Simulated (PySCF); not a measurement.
## Mo: excitation energy

Mo [Kr] 4d5 5s1 (7S) → Mo [Kr] 4d4 5s1 6s1 (7D), as a difference of total energies. Computed with PySCF 2.14 in aug-cc-pwCVDZ-PP with ECP28MDF (6s6p5d3f, 70 functions), with a scalar-relativistic core potential. Correlated levels: valence: 4s2 4p6 frozen; valence and next inner shell: nothing frozen outside the core potential. The calculations carry no spin-orbit coupling.

```csv
method,excitation energy (eV)
UHF,5.453
LDA,6.579
PBE,6.370
PBE0,6.275
r2SCAN,6.459
PBEsol,6.463
BP86,6.429
TPSSh,6.234
MP2 (valence),6.094
SCS-MP2 (valence),5.667
SCS-MP2 (valence and next inner shell),5.827
```

Estimate what MP2 (valence and next inner shell) gives.

6.219 eV, closest to TPSSh among the rows shown.

Estimate what CAM-B3LYP gives.

6.134 eV, closest to MP2 (valence) among the rows shown.

The promoted electron is Rydberg-like, and one or two diffuse shells describe it only roughly, which tends to raise the upper state.
